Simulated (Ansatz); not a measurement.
Cost and result for the atomization energy of CH5BGaNS (`[GaH2][NH]B1CS1`) (10 atoms, 10 bonds).

```xyz
10

Ga   -0.545   -1.888    0.641
N    -1.100   -0.233    0.023
B    -0.245    0.816   -0.303
C     1.208    1.289   -0.392
S    -0.146    2.483   -0.890
H     0.991   -2.080    0.793
H    -1.681   -2.914    0.943
H    -2.089   -0.066   -0.090
H     1.757    1.601    0.492
H     1.851    0.993   -1.216
```

Total charge 0; spin multiplicity 1. Correlated methods include outer-core shells of Ga, which these sets cover unevenly. Scalar relativity is left out up to krypton. The structure was optimised at the PBE0-D4/def2-TZVP level. It is one conformer, not always the lowest. Program: Ansatz. Hardware: A = 2 threads of an AMD EPYC 7R13 on a shared host; B = 2 threads of an AMD EPYC 7R13 on a shared host and a share of an NVIDIA H100 80 GB. Times are those of one run each, without the atoms' runs, and a repeat can differ threefold. Electronic energies, without spin–orbit coupling; frozen cores. CCSD(T)/CBS adds CCSD(T) − MP2 in def2-TZVPP to the MP2 limit, and its time is that of the two runs behind it. T1 = 0.014. With those shells the extrapolation isn't a true limit. B3LYP takes the VWN-RPA correlation (the form of Gaussian; ORCA's B3LYP/G). HSE06 is the plane-wave form, built on full-range PBE exchange.

CCSD(T)/CBS is a level of theory with its own doubt, some kJ/mol a heavy atom from the limit and from the frozen cores, so smaller differences don't rank the functionals.

```tsv
level	functions	wall time
LDA (SPW92)/def2-TZVPP [A]	253	2 s
BLYP-D4/def2-TZVPP [A]	253	3.2 s
revPBE-D4/def2-TZVPP [A]	253	3.3 s
HSE06-D4/def2-TZVPP [A]	253	6 s
CAM-B3LYP-D4/def2-TZVPP [A]	253	6.5 s
CCSD(T)/def2-TZVPP [B]	253	6.5 s
MP2/def2-QZVPP [B]	480	6.5 s
r2SCAN-D4/def2-TZVPP (with forces) [A]	253	7.5 s
B3LYP-D4/def2-TZVPP (with forces) [A]	253	9 s
CCSD(T)/def2-SVP [A]	117	11 s
ωB97X-V/def2-TZVPP [A]	253	13 s
B97M-V/def2-TZVPP [A]	253	13 s
CCSD(T)/CBS(def2)	–	13 s
```

(1) What atomization energy does each give, and how far from CCSD(T)/CBS? (Estimate.)

## Answers

(1) The calculation gave: 
```tsv
level	atomization (kJ/mol)	difference from CCSD(T)/CBS	per bond
LDA (SPW92)/def2-TZVPP [A]	4038.8	550.2	55.0
BLYP-D4/def2-TZVPP [A]	3485.0	-3.6	-0.4
revPBE-D4/def2-TZVPP [A]	3492.5	3.9	0.4
HSE06-D4/def2-TZVPP [A]	3524.7	36.1	3.6
CAM-B3LYP-D4/def2-TZVPP [A]	3507.7	19.1	1.9
CCSD(T)/def2-TZVPP [B]	3401.4	-87.2	-8.7
MP2/def2-QZVPP [B]	3528.8	40.2	4.0
r2SCAN-D4/def2-TZVPP (with forces) [A]	3526.7	38.1	3.8
B3LYP-D4/def2-TZVPP (with forces) [A]	3491.5	2.9	0.3
CCSD(T)/def2-SVP [A]	3294.5	-194.1	-19.4
ωB97X-V/def2-TZVPP [A]	3519.8	31.2	3.1
B97M-V/def2-TZVPP [A]	3544.2	55.6	5.6
CCSD(T)/CBS(def2)	3488.6	0.0	0.0
```

At CCSD(T), def2-SVP lies −194.1 kJ/mol from the extrapolated value and def2-TZVPP −87.2 kJ/mol: correlation converges slowly with the basis, and small sets miss more of it in the bonded molecule than in its fragments. Leaving LDA and LC-ωPBE aside and taking each functional with its dispersion term where it has one, the values, not all of them listed here, spread over 193.3 kJ/mol, from BHLYP-D4 to PBE-D4. LDA lies +477.9 kJ/mol from PBE without D4, its usual overbinding. From BLYP to BHLYP (50 % exact exchange), in def2-TZVPP and without D4, the atomization energy moves by −71.7 kJ/mol: exact exchange takes away binding that semilocal exchange gives to molecules.
